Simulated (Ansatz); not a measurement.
F$_{2}$H$_{4}$Si$_{2}$, SMILES `F[SiH2][SiH2]F` at its PBE0-D4/def2-TZVP geometry, where that method's forces vanish. Total charge 0; spin multiplicity 1.

```xyz
8

F    -0.2522   -0.2423   -2.2360
Si   -0.5577   -0.7306   -0.7357
Si    0.5587    0.7300    0.7357
F     0.2321    0.2571    2.2365
H    -2.0283   -0.6999   -0.5295
H    -0.0739   -2.1281   -0.5973
H     2.0312    0.6831    0.5468
H     0.0902    2.1308    0.5796
```

Task: What forces (eV/Å) does B3LYP-D4/def2-TZVPP give on these atoms in Ansatz 0.2.0? (Best estimate.)

Result: Computed: 
```
F1   0.039  0.062 -0.189
Si2 -0.114 -0.165  0.182
Si3  0.118  0.162 -0.182
F4  -0.041 -0.060  0.189
H5   0.081 -0.006 -0.013
H6  -0.031  0.076 -0.008
H7  -0.082  0.007  0.011
H8   0.030 -0.076  0.010
```

B3LYP here is the variant with VWN-RPA as its local correlation; programs differ in this.
